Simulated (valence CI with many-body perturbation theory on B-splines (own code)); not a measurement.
## E1 line list for Fe13+

Computed by configuration interaction combined with many-body perturbation theory (CI+MBPT): three valence electrons over a frozen Dirac-Fock core [Ne], radial functions for each j: 11 s, 11 p, 9 d, 7 f, 5 g, 2 h, 1 i, with the one-electron correlation potential Σ1, the two-electron term Σ2, the three-electron term Σ3, Breit, model QED; selected CI, second order for the rest (own B-spline code, finite nucleus).

No measured levels were compared; by estimate levels of excited configurations hold to 0.05 to 0.15 % of their energy, terms of the ground configuration to about 0.5 %.

Lines 201 to 250 of 263 in falling wavelength, among levels below 1121000 cm⁻¹, chosen from the strongest by gf and those to the six lowest levels. Wavelengths and rates use the calculated energies, so an error of 300 cm⁻¹ moves a line at 208.9 Å by 0.063 % and its rate by three times that or more. Electric multipoles are in the length gauge, E1 and E2 with the static RPA response of the core. Weak lines are less certain than strong ones. Lines between different terms over intervals too small for the method are left out, as are lines whose strength nearly cancels. Where a level lies close to another of its J and parity, the split of strength between their lines is uncertain. The highest levels of a list are the least certain.

Names give the largest LS component (configuration and term), which can be under half, so a name can repeat, a term be missing and a line seem to break the LS rules; names also repeat where a configuration has a term twice. Letters in brackets count levels of one name in rising energy.

```
λ vac (Å)               Upper          Lower   A (s⁻¹)  S (a.u.)
    208.9      3s3p3d ⁴P°_1/2   3s3p² ⁴P_1/2  2.38e+07  2.14e-04
    208.8  3s3p3d ²P°_3/2 [c]   3s3p² ²S_1/2  6.67e+09  1.20e-01
    208.8      3s3p3d ⁴P°_3/2   3s3p² ⁴P_1/2  1.94e+07  3.48e-04
    206.4      3s3p3d ²D°_3/2   3s3p² ⁴P_3/2  8.18e+07  1.42e-03
    206.1  3s3p3d ²D°_5/2 [a]   3s3p² ⁴P_3/2  5.44e+08  1.41e-02
    203.2      3s3p3d ²D°_3/2   3s3p² ⁴P_1/2  4.99e+08  8.25e-03
    198.9  3s3p3d ²F°_5/2 [a]   3s3p² ⁴P_5/2  4.13e+07  9.64e-04
    196.8  3s3p3d ²P°_3/2 [a]   3s3p² ²D_3/2  1.99e+07  2.99e-04
    195.2  3s3p3d ²F°_5/2 [a]   3s3p² ⁴P_3/2  8.04e+07  1.77e-03
    193.7  3s3p3d ²P°_1/2 [a]   3s3p² ²D_3/2  2.07e+08  1.49e-03
    193.7  3s3p3d ²F°_7/2 [b]   3s3p² ²D_5/2  2.88e+10  8.26e-01
    193.2  3s3p3d ²F°_7/2 [a]   3s3p² ⁴P_5/2  4.68e+08  1.33e-02
    192.3    3p²3d ²D_5/2 [b]    3p³ ²D°_3/2  5.88e+09  1.24e-01
    191.8  3s3p3d ²F°_5/2 [b]   3s3p² ²D_3/2  2.77e+10  5.78e-01
    190.9    3p²3d ²F_5/2 [b]    3p³ ²D°_3/2  2.91e+10  5.99e-01
    190.5    3p²3d ²F_7/2 [b]    3p³ ²D°_5/2  3.66e+10  9.99e-01
    185.1  3s3p3d ²P°_1/2 [b]   3s3p² ²D_3/2  6.58e+07  4.11e-04
    184.6  3s3p3d ²P°_3/2 [b]   3s3p² ²D_3/2  2.43e+07  3.02e-04
    183.6  3s3p3d ²P°_3/2 [c]   3s3p² ²D_3/2  3.56e+08  4.35e-03
    183.3  3s3p3d ²D°_5/2 [b]   3s3p² ²D_3/2  1.28e+05  2.33e-06
    177.0  3s3p3d ²P°_3/2 [a]   3s3p² ⁴P_5/2  5.73e+06  6.27e-05
    174.0  3s3p3d ²P°_3/2 [a]   3s3p² ⁴P_3/2  1.07e+07  1.11e-04
    173.8  3s3p3d ²F°_7/2 [b]   3s3p² ⁴P_5/2  3.58e+08  7.42e-03
    172.9  3s3p3d ²F°_5/2 [b]   3s3p² ⁴P_5/2  1.39e+07  2.12e-04
    171.7  3s3p3d ²P°_3/2 [a]   3s3p² ⁴P_1/2  3.16e+08  3.15e-03
    171.6  3s3p3d ²P°_1/2 [a]   3s3p² ⁴P_3/2  1.53e+07  7.64e-05
    170.1  3s3p3d ²F°_5/2 [b]   3s3p² ⁴P_3/2  2.78e+07  4.05e-04
    169.4  3s3p3d ²P°_1/2 [a]   3s3p² ⁴P_1/2  1.44e+08  6.92e-04
    167.0  3s3p3d ²P°_3/2 [b]   3s3p² ⁴P_5/2  6.04e+05  5.56e-06
    166.2  3s3p3d ²P°_3/2 [c]   3s3p² ⁴P_5/2  1.56e+07  1.42e-04
    166.0  3s3p3d ²D°_5/2 [b]   3s3p² ⁴P_5/2  3.96e+07  5.37e-04
    164.8  3s3p3d ²P°_1/2 [b]   3s3p² ⁴P_3/2  5.20e+05  2.30e-06
    164.4  3s3p3d ²P°_3/2 [b]   3s3p² ⁴P_3/2  2.23e+07  1.96e-04
    163.6  3s3p3d ²P°_3/2 [c]   3s3p² ⁴P_3/2  4.91e+06  4.24e-05
    163.4  3s3p3d ²D°_5/2 [b]   3s3p² ⁴P_3/2  2.94e+07  3.80e-04
    162.3  3s3p3d ²P°_3/2 [b]   3s3p² ⁴P_1/2  1.01e+06  8.57e-06
    161.6  3s3p3d ²P°_3/2 [c]   3s3p² ⁴P_1/2  1.85e+06  1.54e-05
    105.6        3p²3d ⁴F_3/2  3s²3p ²P°_3/2  4.63e+05  1.08e-06
    105.0        3p²3d ⁴F_5/2  3s²3p ²P°_3/2  3.87e+05  1.33e-06
    103.6    3p²3d ²P_3/2 [a]  3s²3p ²P°_3/2  1.19e+07  2.60e-05
    103.2        3p²3d ⁴D_1/2  3s²3p ²P°_3/2  1.48e+06  1.60e-06
    102.4        3p²3d ⁴D_3/2  3s²3p ²P°_3/2  3.84e+06  8.13e-06
    101.6    3p²3d ²P_3/2 [a]  3s²3p ²P°_1/2  1.77e+06  3.66e-06
    101.6    3p²3d ²P_1/2 [a]  3s²3p ²P°_3/2  4.43e+06  4.58e-06
    101.2        3p²3d ⁴D_1/2  3s²3p ²P°_1/2  3.78e+06  3.86e-06
    99.65    3p²3d ²P_1/2 [a]  3s²3p ²P°_1/2  1.34e+07  1.31e-05
    98.53    3p²3d ²D_5/2 [a]  3s²3p ²P°_3/2  2.23e+07  6.32e-05
    98.15    3p²3d ²D_3/2 [a]  3s²3p ²P°_3/2  7.19e+06  1.34e-05
    97.46        3p²3d ⁴P_1/2  3s²3p ²P°_3/2  3.25e+06  2.97e-06
    97.41        3p²3d ⁴P_5/2  3s²3p ²P°_3/2  2.39e+07  6.54e-05
```
